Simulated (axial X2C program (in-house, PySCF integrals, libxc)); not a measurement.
## SeO⁻: from Re and ωe to a spectrum

A bond curve at the PBE0 level, two-component, was computed with an in-house all-electron X2C program for linear molecules (integrals from PySCF) (basis Se dyall-acv3z [9s10p7d5f1g], O dyall-av3z [7s6p3d2f] (cores contracted in-house)) for the state Ω = 3/2 (⟨Sz⟩ = 0.50, ⟨Lz⟩ = 1.00 at PBE0). Its fit gives Re = 1.7159 Å, ωe = 774.3 cm⁻¹, ωexe = 3.65 cm⁻¹ and αe = 3.047e-03 cm⁻¹; the masses are 79.9165 and 15.9949 u. Two-component means X2C with spin–orbit coupling and atomic mean-field Coulomb and Gaunt terms.

**Question.** Find the reduced mass, Be and the force constant.

**Answer.** From the PBE0 values: μ = 13.3275 u. Be = 16.8576/(μ Re²) = 0.4296 cm⁻¹. k = 5.8918×10⁻⁷ μ ωe² = 4.71 mdyn/Å.

**Question.** Estimate the centrifugal constant by the Kratzer relation.

**Answer.** D = 4Be³/ωe² = 5.29e-07 cm⁻¹.

**Question.** Where do the fundamental and the first overtone lie?

**Answer.** ν(1←0) = ωe − 2ωexe = 767.0 cm⁻¹; ν(2←0) = 2ωe − 6ωexe = 1526.7 cm⁻¹.

**Question.** A Morse curve ties αe to the other constants (Pekeris). How well does that hold?

**Answer.** αe(Morse) = 6Be²/ωe × (√(ωexe/Be) − 1) = 2.738e-03 cm⁻¹; the PBE0 curve gives 3.047e-03 cm⁻¹, a ratio of 0.90.

**Question.** Estimate De from a Morse curve and compare with the computed well depth of 3.845 eV to Se- + O.

**Answer.** De(Morse) = ωe²/(4ωexe) = 5.091 eV against 3.845 eV computed, a ratio of 1.32. The extrapolation overshoots: the well softens faster than a Morse curve, or the lowest atomic limit lies below the one to which the curve heads.

The state is one determinant whose occupation by symmetry is held fixed; it was picked as the lowest of a PBE0 search that is not exhaustive. Dissociation energies refer to the lowest single-determinant-based atoms at the same level and basis. Density functionals use the spin component along the axis (collinear). The 2c atoms are single determinants rather than J levels; their spin–orbit lowering is only partly caught, and De is too large by that part. This holds for PBE0. The functionals have no current-density term, which raises determinants with orbital currents, atoms included. The highest occupied level of some functionals is positive through self-interaction error; at Hartree–Fock it is bound.
